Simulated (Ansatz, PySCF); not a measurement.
System: sum formula SiH2Cl, charge 0, multiplicity 2. It need not be the lowest isomer of its formula. 
Structure (B3LYP-D3(BJ)/def2-TZVP (Ansatz, a first-principles code) minimum search):
SMILES: [SiH2]Cl
```xyz
4

Si     0.8482    -0.5964     0.0451
Cl    -0.7918     0.6599    -0.0481
H      0.7777    -1.3629     1.3143
H      0.8078    -1.5048    -1.1282
```
Charge 0, spin multiplicity 2.

Dipole moments at this geometry, in debye (magnitudes).

```tsv
level	program	dipole (D)
SVWN5/def2-TZVPD	Ansatz	1.11
BP86/def2-TZVPD	PySCF	1.09
TPSS/def2-TZVPD	PySCF	1.12
M06-L/def2-TZVPD	PySCF	1.14
B3LYP/def2-TZVPD	Ansatz	1.20
PBE0/def2-TZVPD	PySCF	1.21
PW6B95/def2-TZVPD	PySCF	[?]
MN15/def2-TZVPD	PySCF	1.27
wB97M-V/def2-TZVPD	Ansatz	1.23
CCSD(T)/aug-cc-pV(D+d)Z	Ansatz	[?]
```

Complete the blanks.


- PW6B95/def2-TZVPD, dipole (D): 1.21
- CCSD(T)/aug-cc-pV(D+d)Z, dipole (D): 1.23
